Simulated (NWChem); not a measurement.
System: GaAsH2F2; SMILES [F][Ga]([F])[AsH2]

Here is an NWChem input.

```
start job
memory heap 200 mb stack 900 mb global 1100 mb
geometry units angstroms noautosym nocenter noautoz
  Ga    -0.018371     0.797692    -0.010528
  As    -0.033075    -1.588452     0.035800
  H      1.000270    -1.607696    -1.085523
  H     -1.203277    -1.594316    -0.941999
  F     -1.453472     1.790864     0.101499
  F      1.439869     1.761811    -0.065100
end
basis spherical
  * library def2-svpd
end
dft
  xc b3lyp
  iterations 150
end
property
  response 1 0.0
end
task dft property
```

Output (shortened):

```
             Northwest Computational Chemistry Package (NWChem) 7.3.0
             --------------------------------------------------------

                             Geometry "geometry" -> ""
                             -------------------------

 Output coordinates in angstroms (scale by  1.889725989 to convert to a.u.)

  No.       Tag          Charge          X              Y              Z
 ---- ---------------- ---------- -------------- -------------- --------------
    1 Ga                  31.0000    -0.01837100     0.79769200    -0.01052800
    2 As                  33.0000    -0.03307500    -1.58845200     0.03580000
    3 H                    1.0000     1.00027000    -1.60769600    -1.08552300
    4 H                    1.0000    -1.20327700    -1.59431600    -0.94199900
    5 F                    9.0000    -1.45347200     1.79086400     0.10149900
    6 F                    9.0000     1.43986900     1.76181100    -0.06510000

 Effective nuclear repulsion energy (a.u.)     535.8667487419

                              NWChem Property Module
                              ----------------------

                                 NWChem DFT Module
                                 -----------------

 Summary of "ao basis" -> "ao basis" (spherical)
 ------------------------------------------------------------------------------
       Tag                 Description            Shells   Functions and Types
 ---------------- ------------------------------  ------  ---------------------
 Ga                        def2-svpd                14       38   6s4p4d
 As                        def2-svpd                14       38   6s4p4d
 H                         def2-svpd                 4        8   2s2p
 F                         def2-svpd                 9       23   4s3p2d

            General Information
            -------------------
          SCF calculation type: DFT
          Wavefunction type:  closed shell.
          No. of atoms     :     6
          No. of electrons :    84
           Alpha electrons :    42
            Beta electrons :    42
          Charge           :     0
          Spin multiplicity:     1
          Use of symmetry is: off; symmetry adaption is: off
          Maximum number of iterations: 150
          AO basis - number of functions:   138
                     number of shells:    54
          Convergence on energy requested:  1.00D-06
          Convergence on density requested:  1.00D-05
          Convergence on gradient requested:  5.00D-04

              XC Information
              --------------
                         B3LYP Method XC Potential
                     Hartree-Fock (Exact) Exchange  0.200
                        Slater Exchange Functional  0.800 local
                    Becke 1988 Exchange Functional  0.720 non-local
              Lee-Yang-Parr Correlation Functional  0.810
                  VWN I RPA Correlation Functional  0.190 local

             Grid Information
             ----------------
          Grid used for XC integration:  medium
          Radial quadrature: Mura-Knowles
          Angular quadrature: Lebedev.
          Tag              B.-S. Rad. Rad. Pts. Rad. Cut. Ang. Pts.
          ---              ---------- --------- --------- ---------
          Ga                  1.30      112          11.0       590
          As                  1.15      112          11.0       590
          H                   0.35       45          12.0       434
          F                   0.50       49          12.0       434
          Grid pruning is: on
          Number of quadrature shells:   412
          Spatial weights used:  Erf1

      Superposition of Atomic Density Guess
      -------------------------------------

 Sum of atomic energies:       -4356.42885689

      Non-variational initial energy
      ------------------------------

 Total energy =   -4356.846591
 1-e energy   =   -7147.560041
 2-e energy   =    2254.846700
 HOMO         =      -0.317081
 LUMO         =      -0.037743

   convergence    iter        energy       DeltaE   RMS-Dens  Diis-err
 ---------------- ----- ----------------- --------- --------- ---------
 d= 0,ls=0.0,diis     1  -4361.0081012490 -4.90D+03  1.69D-02  1.17D+00
 d= 0,ls=0.0,diis     2  -4360.6513718042  3.57D-01  8.85D-03  5.50D+00
 d= 0,ls=0.0,diis     3  -4361.1511394079 -5.00D-01  1.17D-03  2.89D-02
 d= 0,ls=0.0,diis     4  -4361.1525096161 -1.37D-03  4.52D-04  9.07D-03
 d= 0,ls=0.0,diis     5  -4361.1529482752 -4.39D-04  1.18D-04  6.04D-04
  Resetting Diis
 d= 0,ls=0.0,diis     6  -4361.1529835214 -3.52D-05  3.34D-05  6.34D-06
 d= 0,ls=0.0,diis     7  -4361.1529842064 -6.85D-07  2.38D-05  1.36D-06
 d= 0,ls=0.0,diis     8  -4361.1529840580  1.48D-07  1.29D-05  3.04D-06
 d= 0,ls=0.0,diis     9  -4361.1529844026 -3.45D-07  1.06D-06  1.82D-08

         Total DFT energy =    -4361.152984402563
      One electron energy =    -7146.397438216016
           Coulomb energy =     2429.309345920499
    Exchange-Corr. energy =     -179.931640848898
 Nuclear repulsion energy =      535.866748741852

 Numeric. integr. density =       83.999994113738

                       DFT Final Molecular Orbital Analysis
                       ------------------------------------

[...]

 DFT Linear Response polarizability / au
 Frequency  =       0.0000000 / au
              X              Y              Z
 -----------------------------------------------
 X      54.4238946      0.1574345     -0.3013245
 Y       0.1574326     76.6536658      0.0522738
 Z      -0.3013244      0.0522989     49.1333332
 -----------------------------------------------
 Eigenvalues =      54.4399307     76.6548721     49.1160909
 Isotropic   =      60.0702979
 Anisotropic =      25.3005075
 -----------------------------------------------

 Magnetic Dipole Response Matrix (nonzero elements):

 Exiting AOResponse driver routine
```

Level: B3LYP/def2-SVPD. All runs use the structure optimised with PBE0/def2-SVP.
